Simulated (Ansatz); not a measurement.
Geometry optimisation, Ansatz 0.2.0, UHF/def2-SVP.

input.yaml

```yaml
crystal:
  periodic: [false, false, false]
  atoms:
    - { symbol: Si, position_ang: [0.506331, 0.015929, -0.368009] }
    - { symbol: F, position_ang: [-0.238332, -0.07799, 2.322264] }
    - { symbol: F, position_ang: [1.040126, 0.086877, -1.884671] }
    - { symbol: F, position_ang: [-0.510941, 1.247501, -0.223729] }
    - { symbol: H, position_ang: [-0.236536, -1.251036, -0.222127] }
    - { symbol: Si, position_ang: [-0.146806, 0.005328, 3.925327] }
    - { symbol: H, position_ang: [-0.880519, -1.143154, 4.483808] }
    - { symbol: H, position_ang: [1.279886, -0.055506, 4.292043] }
    - { symbol: H, position_ang: [-0.750411, 1.278052, 4.352095] }
magnetization:
  spin_polarized: true
  initial_magnetization: 1
basis:
  gaussian: { orbitals: def2-SVP }
hamiltonian:
  xc: hf
relax:
  f_tol: 0.03
  max_steps: 50
```

Run as:

```bash
$ ansatz run input.yaml --threads 2 --pin off --max-ram 3072MiB --backend cpu --events-out ev --progress --plain --runs-dir out
```

Task: Where does it end, and by what steps?

Result: The run converged. The force dipped under the threshold on the way, but the program's further checks kept it going. After 22 steps the energy has fallen by 0.091 eV; F4 moved furthest, 1.37 Å.

```csv
step,energy less start (eV),largest force component (eV/Å),accepted
0,0.0000,0.573,yes
1,-0.0122,0.231,yes
2,-0.0149,0.148,yes
3,-0.0184,0.167,yes
4,-0.0210,0.214,yes
5,-0.0240,0.239,yes
6,-0.0279,0.261,yes
7,-0.0328,0.286,yes
8,-0.0388,0.164,yes
9,-0.0391,0.157,yes
10,-0.0463,0.165,yes
11,-0.0479,0.248,yes
12,-0.0516,0.052,yes
13,-0.0526,0.020,yes
14,-0.0545,0.281,yes
15,-0.0591,0.149,yes
16,-0.0656,0.221,yes
17,-0.0730,0.210,yes
18,-0.0815,0.153,yes
19,-0.0852,0.289,yes
20,-0.0906,0.068,yes
21,-0.0902,0.115,no
22,-0.0911,0.008,yes
```

```xyz
9
Properties=species:S:1:pos:R:3
Si 0.521 -0.163 -0.254
F -0.001 -1.111 2.452
F 0.869 0.519 -1.666
F 0.397 1.065 0.784
H -0.795 -0.813 -0.377
Si -0.191 -0.056 3.673
H -0.475 -0.853 4.880
H 1.063 0.695 3.833
H -1.326 0.822 3.351
```

Whether the end is a true minimum wasn't checked by a vibrational analysis.

The run took 58 s on 2 threads of Intel(R) Xeon(R) Platinum 8259CL CPU @ 2.50GHz (Skylake/Cascade Lake) (shared host), peak memory 0.24 GiB.
